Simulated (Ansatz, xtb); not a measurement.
## Ligand exchange: C3H10OSi + SiH2(CH3)2 → C2H8OSi + C3H10Si

Species: C3H10OSi `CO[SiH](C)C`, singlet; SiH2(CH3)2 (dimethylsilane), singlet; C2H8OSi `CO[SiH2]C`, singlet; C3H10Si `CC[SiH2]C`, singlet. The partners trade CH3 for H: Si–CH3 and C–H bonds give way to Si–H and C–CH3.

Shapes, held fixed at every level: PBE0-D4/def2-TZVP. Flexible molecules stand in one conformer, not always the lowest. Programs: Ansatz 0.2.0, xtb 6.7.1. The zero-point and thermal change to 298 K, harmonic and unscaled (PBE0-D4/def2-TZVP), is -0.4 kJ/mol.

```
               level                    kind  ΔH(298 K) (kJ/mol)  less CCSD(T)/CBS estimate  CPU time (sum over the molecules)
            GFN1-xTB          semi-empirical                -7.5                      -68.4                             0.16 s
       HF/def2-TZVPP            Hartree–Fock               +56.6                       -4.3                                  –
    SPW92/def2-TZVPP                     LDA               +61.0                       +0.1                               17 s
 B3LYP-D4/def2-TZVPP           global hybrid               +60.7                       -0.2                               62 s
 BHLYP-D4/def2-TZVPP           global hybrid               +60.6                       -0.3                               36 s
  wB97M-V/def2-TZVPP  range-separated hybrid               +63.2                       +2.3                              2 min
      MP2/def2-TZVPP     perturbation theory               +61.4                       +0.5                                  –
    CCSD(T)/def2-SVP   coupled cluster or CI               +47.1                      -13.8                               58 s
CCSD(T)/CBS estimate   coupled cluster or CI               +60.9                        0.0                             57 min
```

The highest level, CCSD(T)/CBS estimate, gives ΔH(298 K) = +60.9 kJ/mol; the levels span -7.5 to +63.2. They disagree on the sign: 8 of 9 are positive. GFN1-xTB strays far from the other rows. The column of differences is taken from that level and isn't an error. No measured value is set beside it here. The CBS estimate extrapolates MP2 from def2-TZVPP and def2-QZVPP and adds CCSD(T) − MP2 in the triple-zeta set, cores frozen. Times are processor times on shared x86 and Arm servers, and rough.
